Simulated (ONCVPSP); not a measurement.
Transferability test, ONCV potential for C (Z = 6)

ONCVPSP 4.0.1 input, shortened (lines: element, Z, core and valence counts, functional; n l f; lmax; l rc ep ncon nbas qcut; lloc lpopt rc5 dvloc0; l nproj debl; icmod fcfact rcfact), PBE, fully relativistic:

```
  C 6.00    1    2        4      upf
    1    0    2.00
    2    0    2.00
    2    1    2.00
    2
    0    1.35    0.00    4    8    5.60
    1    2.70    0.00    4    8    4.10
    2    2.30    0.33    4    8    3.90
    4    3    1.10    1.00
    0    1    2.80
    1    1    0.80
    2    1    0.40
    3    5.25    1.70
```

Open shells are filled in proportion to 2j + 1.

Energies are relative to the spin-unpolarised reference configuration 2s2 2p2; without spin polarisation the order of configurations can differ from experiment.

```json
{"valence configuration": "2s2 2p1", "charge": "+1", "ΔE all-electron (eV)": "10.861", "error AE − PS (meV)": "+156"}
{"valence configuration": "2s1 2p0", "charge": "+3", "ΔE all-electron (eV)": "83.211", "error AE − PS (meV)": "+2389"}
{"valence configuration": "2s0 2p4", "charge": "0", "ΔE all-electron (eV)": "16.975", "error AE − PS (meV)": "-199"}
```

(1) What are ΔE and the potential's error for 2s2 2p0?

Levels in the configuration 2s1 2p0:

```csv
level,all-electron (eV),pseudo (eV)
2s j=1/2,-56.105,-54.939
```

## Answers

(1) ΔE = 35.017 eV all-electron; the error (AE − PS) is +1279 meV.
